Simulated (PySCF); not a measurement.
## Where the electron goes

Compound: C5H12AlNO.
Atom-mapped SMILES: `[CH2:1]=[N:2][C@@H:3]1[CH2:4][CH2:5][CH2:6][O+:7]1[AlH3-:8]` (hydrogens: H9, H10 on C1; H11 on C3; H12, H13 on C4; H14, H15 on C5; H16, H17 on C6; H18, H19, H20 on Al8)

Geometry (PBE0-D3(BJ)/def2-SVP, Å), atoms numbered from 1 in this order:
```xyz
20
C5H12AlNO angstrom
C      1.749   -2.319   -0.174
N      0.892   -1.470    0.195
C      0.532   -0.413   -0.679
C      1.169    0.928   -0.303
C      0.063    1.965   -0.570
C     -1.131    1.128   -1.027
O     -0.876   -0.185   -0.513
Al    -1.813   -0.787    1.186
H      2.230   -2.310   -1.171
H      2.040   -3.119    0.519
H      0.695   -0.655   -1.750
H      2.086    1.100   -0.882
H      1.430    0.893    0.763
H     -0.180    2.512    0.350
H      0.347    2.702   -1.334
H     -1.193    1.056   -2.126
H     -2.104    1.442   -0.632
H     -1.838   -2.385    1.130
H     -3.187   -0.042    0.786
H     -0.961   -0.027    2.318
```

The calculation used PySCF, TDDFT PBE0/def2-SVPD, vertical, gas phase, core orbitals frozen in the response.

Frontier orbitals with the atoms that hold most of them (Löwdin shares over 4%, at most four atoms; ? is withheld):

```csv
orbital,ε (eV),atoms
HOMO-3,-9.25,"O7 37%, N2 9%, C4 8%, C3 8%"
HOMO-2,-8.27,"N2 47%, C1 11%, C3 10%, Al8 6%"
HOMO-1,-7.02,"Al8 36%, H18 33%, H20 21%"
HOMO,?,?
LUMO,-1.32,?
LUMO+1,0.23,"H11 11%, H12 10%, C4 9%, C5 9%"
LUMO+2,0.69,"C1 18%, H9 15%, Al8 9%, C5 7%"
```

Problem. Give the leading atoms of the LUMO.

Solution. C1 (bonded to N and 2 H) 40%; N2 (bonded to 2 C) 35%; H9 (bonded to C) 8%; H10 (bonded to C) 7%. By element: carbon 40% or more, nitrogen 35%, hydrogen 14% or more.

Problem. Which atoms hold the HOMO, and with what shares?

Solution. Al8 (bonded to O and 3 H) 34%; H19 (bonded to Al) 32%; H20 (bonded to Al) 17%; H18 (bonded to Al) 5%. By element: hydrogen 54% or more, aluminium 34%.

Problem. What is the HOMO energy, and the HOMO–LUMO gap?

Solution. ε(HOMO) = -6.85 eV; the gap is 5.54 eV (0.2036 hartree).

Problem. The HOMO–LUMO gap is 5.54 eV. Where does the response calculation put the lowest singlet, and from which orbitals?

Solution. S1 is at 4.51 eV (f = 0.0019), 1.03 eV below the gap, made of HOMO→LUMO (80%), HOMO-2→LUMO (18%). Without the coupling terms of the response equations the lowest excitation would equal the gap.

Problem. Give energy, strength and leading configuration of S1, S2, S3, S4 and S5, and follow the Löwdin shares of the leading atoms from the occupied to the empty orbital.

Solution. 
- S1 (4.51 eV, f 0.0019), HOMO→LUMO (80%): Al8 34% → at most 7%, H19 32% → at most 7%, C1 at most 6% → 40%, N2 at most 6% → 35%
- S2 (4.75 eV, f 0.011), HOMO-1→LUMO (98%): Al8 36% → at most 7%, H18 33% → at most 7%, C1 at most 4% → 40%, N2 at most 4% → 35%
- S3 (5.18 eV, f 0.0005), HOMO-2→LUMO (77%): N2 47% → 35%, C1 11% → 40%
- S4 (6.20 eV, f 0.0095), HOMO→LUMO+1 (78%): Al8 34% → at most 9%, H19 32% → at most 9%, H11 at most 6% → 11%, H12 at most 6% → 10%
- S5 (6.41 eV, f 0.022), HOMO-1→LUMO+1 (82%): Al8 36% → at most 9%, H18 33% → at most 9%, H11 at most 4% → 11%, H12 at most 4% → 10%

Löwdin shares depend on the basis, the more so with diffuse functions.

One conformer stands for the species.
